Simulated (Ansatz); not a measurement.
Reactions of C$_{2}$H$_{8}$GeSSi (`C=C[SiH2][S][GeH3]`).

Gas-phase electronic energies from Ansatz, PBE0-D4/def2-TZVP geometries. CCSD(T)/CBS is the MP2 limit (def2-TZVPP, def2-QZVPP) plus CCSD(T) − MP2 in def2-TZVPP, frozen cores. Elements past krypton have def2 core potentials. For Ge, In outer-core shells are correlated without core-valence functions, which leaves a few kJ/mol of doubt a bond. Scalar relativity is left out up to krypton. Each species was taken in one conformer, which may not be the lowest.

(1) Order these by ΔE at CCSD(T)/CBS, lowest first. (Best estimate.)
A. `C=C[SiH2][S][GeH3]` + `CCCO` → `C=COCCC` + `[SiH3][S][GeH3]`
B. `C=C[SiH2][S][GeH3]` + `OC(O)=S` → `OC(=S)[O][GeH3]` + `C=C[SiH2]S`
C. `C=C[SiH2][S][GeH3]` + `[OH][InH2]` → `C=C[O][InH2]` + `[SiH3][S][GeH3]`
D. `C=C[SiH2][S][GeH3]` + `[Cl][InH][Cl]` → `[Cl][In]([Cl])[GeH3]` + `C=C[SiH2]S`
E. `C=C[SiH2][S][GeH3]` + `F[SiH](F)S` → `F[SiH](F)[S][GeH3]` + `C=C[SiH2]S`

Largest T1 diagnostic: 0.017, for `[OH][InH2]`.

## Answers

(1) D (-3.6 kcal/mol), E (-0.3 kcal/mol), B (+4.8 kcal/mol), A (+11.7 kcal/mol), C (+14.3 kcal/mol).
